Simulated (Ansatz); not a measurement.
A nudged elastic band was laid between two geometries of CH4BCl2FO (10 atoms, charge 0, multiplicity 1).

The calculation used RHF/def2-SVP (Ansatz).

```
movable images  : 7
climbing image  : yes
spring          : 5.0 eV/Å²
optimiser       : quadratic models (default)
start path      : through a guess of the saddle point
force threshold : 0.05 eV/Å
iteration limit : 60
end points      : relaxed
```

Image 0:

```xyz
10
Properties=species:S:1:pos:R:3
B 0.006 -0.132 0.238
Cl 0.188 0.924 1.718
Cl 1.510 -0.234 -0.810
F -1.119 0.039 -0.462
O -0.181 -1.611 0.888
C -0.340 -2.784 0.084
H 0.612 -3.062 -0.356
H -0.735 -3.575 0.715
H -1.057 -2.530 -0.687
H 0.355 -1.737 1.663
```

Image 8:

```xyz
10
Properties=species:S:1:pos:R:3
B 0.064 -0.500 -0.898
Cl 0.659 -1.034 3.501
Cl 0.697 1.139 -0.777
F -0.321 -0.944 -2.071
O -0.020 -1.258 0.189
C -0.510 -2.584 0.188
H 0.255 -3.265 -0.185
H -0.749 -2.842 1.215
H -1.402 -2.669 -0.430
H 0.567 -0.745 2.261
```

What changes between the two ends?

Bonds broken: B1–Cl2, O5–H10. Bonds formed: Cl2–H10. CH4BCl2FO becomes CH3BClFO + ClH.

What energy profile does the band end with?

It converged. The highest image is number 4 of 0 to 8, 113.7 kJ/mol above the first end and 150.5 kJ/mol above the last; the last end lies 36.8 kJ/mol below the first. The profile has 2 maxima (images 1, 4) with wells between them (image 2): this band takes more than one step, which may be the mechanism or a detour left from its start path. Neighbouring images differ by up to 1.4 eV, so the band resolves the path poorly. A vibrational analysis at the climbing image gives one clearly imaginary mode, 900i cm⁻¹: a first-order saddle point. The orbitals stay closed-shell, which can raise the energy where a bond breaks towards radicals; this wasn't checked here.

```
image  path coordinate (Å)  energy (kJ/mol)  B1–Cl2 (Å)  O5–H10 (Å)  Cl2–H10 (Å)
    0                 0.00              0.0        1.83        0.95         2.67
    1                 1.14              3.3        1.83        0.95         2.60
    2                 2.27              0.0        1.83        0.95         2.56
    3                 3.41              5.5        1.84        0.95         2.49
    4                 4.54            113.7        2.52        1.10         1.67
    5                 5.56            -24.9        3.25        2.12         1.28
    6                 6.58            -34.0        3.92        2.37         1.27
    7                 7.60            -35.5        4.31        2.25         1.28
    8                 8.62            -36.8        4.47        2.21         1.28
```

What is the geometry of the highest image?


```xyz
10
Properties=species:S:1:pos:R:3
B 0.028 -0.316 -0.148
Cl 0.181 -0.066 2.353
Cl 1.201 0.787 -0.823
F -1.237 -0.232 -0.436
O 0.489 -1.626 0.271
C -0.363 -2.778 0.140
H 0.230 -3.637 0.432
H -1.227 -2.663 0.787
H -0.667 -2.863 -0.897
H 0.605 -1.308 1.314
```

Time of the run: 7.6 min on 2 threads of Arm Neoverse V2, on a shared host, peak memory 0.26 GiB.
